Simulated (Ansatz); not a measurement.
Geometry optimisation, Ansatz 0.2.0, RKS PBE0-D4/def2-SVP.

input.yaml

```yaml
crystal:
  periodic: [false, false, false]
  atoms:
    - { symbol: B, position_ang: [-0.060658, -0.254911, 0.116074] }
    - { symbol: O, position_ang: [-0.055218, -0.409756, 1.486132] }
    - { symbol: H, position_ang: [-0.952092, -0.502494, 1.82605] }
    - { symbol: F, position_ang: [1.089637, -0.181439, -0.51529] }
    - { symbol: F, position_ang: [-1.18733, -0.274144, -0.573023] }
    - { symbol: F, position_ang: [0.007077, 2.189663, 0.724216] }
    - { symbol: H, position_ang: [0.372185, 1.755281, 1.453943] }
basis:
  gaussian: { orbitals: def2-SVP }
hamiltonian:
  xc: pbe0
  dispersion: d4
relax:
  f_tol: 0.03
  max_steps: 50
output:
  orbitals: {}
```

Run as:

```bash
$ ansatz run input.yaml --threads 1 --pin off --max-ram 2048MiB --backend cpu --events-out ev --progress --plain --runs-dir out
```

Question: Where does it end, and by what steps?

Answer: It converged. After 8 steps the energy has fallen by 0.029 eV; F6 moved furthest, 0.22 Å.

```csv
step,energy less start (eV),largest force component (eV/Å),accepted
0,0.0000,0.915,yes
1,-0.0162,0.326,yes
2,-0.0205,0.234,yes
3,-0.0236,0.194,yes
4,-0.0262,0.157,yes
5,-0.0272,0.162,yes
6,-0.0281,0.052,yes
7,-0.0285,0.063,yes
8,-0.0286,0.014,yes
```

```xyz
7
Properties=species:S:1:pos:R:3
B -0.065 -0.283 0.086
O -0.058 -0.262 1.445
H -0.938 -0.399 1.814
F 1.070 -0.178 -0.561
F -1.188 -0.456 -0.588
F 0.101 2.307 0.879
H 0.292 1.593 1.443
```

Whether the end is a true minimum wasn't checked by a vibrational analysis.

Time of the run: 14 s on 1 thread of Intel(R) Xeon(R) 6975P-C (Granite Rapids) (shared host), peak memory 0.17 GiB.
